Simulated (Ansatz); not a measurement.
Input and output for `B[TeH]`.

```yaml
crystal:
  periodic: [false, false, false]
  atoms:
    - {symbol: B, position_ang: [-0.073654, -0.724495, 0.108585]}
    - {symbol: Te, position_ang: [1.047781, 0.984764, -0.365050]}
    - {symbol: H, position_ang: [-1.236815, -0.639541, 0.339662]}
    - {symbol: H, position_ang: [0.521858, -1.755776, 0.128633]}
    - {symbol: H, position_ang: [-0.209270, 2.061447, -0.253230]}
basis:
  gaussian: {orbitals: def2-SVPD}
magnetization: {spin_polarized: true, initial_magnetization: 2}
hamiltonian: {xc: {name: wB97X}}
accuracy: high
scf: {lower_state_search: full}
output: {forces: true}
```

```sh
$ ansatz run in.yaml --threads 2 --pin off --events-out ev --progress --plain --max-ram 4352MiB
```

Shortened log:

```
Functional definition: wB97X
1750 factors; integrals over basis functions are off by at most 3.0e-9 eV
454 factors; integrals over basis functions are off by at most 2.4e-9 eV
mean field evaluation 1: about -8012.8610 eV, gradient 1.5e1 eV
mean field evaluation 2: about -8012.8994 eV, gradient 1.5e1 eV
mean field evaluation 4: about -8014.6612 eV, gradient 9.5e-1 eV
mean field evaluation 8: about -8014.6728 eV, gradient 9.5e-2 eV
mean field evaluation 16: about -8014.6730 eV, gradient 3.4e-4 eV
mean field evaluation 32: about -8014.6730 eV, gradient 1.3e-7 eV
mean field -8014.67298185 eV, -294.5337995425 hartree, gradient 6.6e-8 eV, S^2 2.006316; 9 other end points of the search recorded, 0 dependent functions left out
reference -8014.67297769 eV, -294.5337993897 hartree; 17, 15 occupied and 62, 64 virtual orbitals, 1750 factors
Total energy: -8014.67297769 eV, -294.5337993897 hartree
Atom 0 at    -0.073654    -0.724495     0.108585 Å, force    -1.172530    -2.021172     0.527981 eV/Å
Atom 1 at     1.047781     0.984764    -0.365050 Å, force     1.051984     1.673137    -0.454093 eV/Å
Atom 2 at    -1.236815    -0.639541     0.339662 Å, force    -0.311283     0.319006     0.020329 eV/Å
Atom 3 at     0.521858    -1.755776     0.128633 Å, force     0.417114    -0.162518    -0.064344 eV/Å
Atom 4 at    -0.209270     2.061447    -0.253230 Å, force     0.014715     0.191547    -0.029873 eV/Å
Dipole moment:     0.398255     0.765026    -0.190329 e Å
```

It took 100 s on 2 threads of an Arm Neoverse V1 on a shared host, with 0.78 GiB of host memory at the peak.
